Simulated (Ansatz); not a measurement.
CH$_{9}$AlBNSi, SMILES `C[SiH2][B](N)[AlH2]`, relaxed with RKS PBE0-D4/def2-TZVP in the Gaussian-basis code of Ansatz from a PBE-D4/def2-SVP geometry. The force threshold is 0.005 eV/Å; the program also tests the step.

Total charge 0; spin multiplicity 1.

Start:

```xyz
14

C     1.181   -0.267    1.905
Si   -0.447    0.416    1.195
B    -0.487    0.311   -0.828
N    -0.786    1.461   -1.572
Al   -0.086   -1.515   -1.891
H     2.048    0.331    1.556
H     1.175   -0.250    3.013
H     1.334   -1.316    1.576
H    -0.655    1.831    1.709
H    -1.588   -0.404    1.759
H    -0.986    2.374   -1.151
H    -0.838    1.487   -2.595
H     0.480   -2.850   -1.190
H    -0.345   -1.607   -3.486
```

Question: By how much does the energy fall, and how many steps does the optimiser take? (An estimate is asked.)

Answer: Ansatz gave: 4.02 kJ/mol, in 11 steps.

Question: Which bonds change most? (An estimate is asked.)

Answer: The calculation gave: C1–Si2 from 1.903 to 1.882 Å; Si2–H9 from 1.520 to 1.501 Å; Si2–H10 from 1.515 to 1.496 Å; C1–H7 from 1.108 to 1.092 Å.

Question: Give the relaxed structure. (Estimate.)

Answer: Computed: 
```xyz
14

C     1.178   -0.247    1.903
Si   -0.437    0.409    1.196
B    -0.483    0.293   -0.818
N    -0.780    1.437   -1.552
Al   -0.097   -1.517   -1.904
H     2.027    0.343    1.551
H     1.173   -0.215    2.995
H     1.337   -1.284    1.595
H    -0.651    1.813    1.681
H    -1.562   -0.403    1.756
H    -0.974    2.335   -1.130
H    -0.835    1.463   -2.559
H     0.399   -2.870   -1.218
H    -0.295   -1.556   -3.494
```
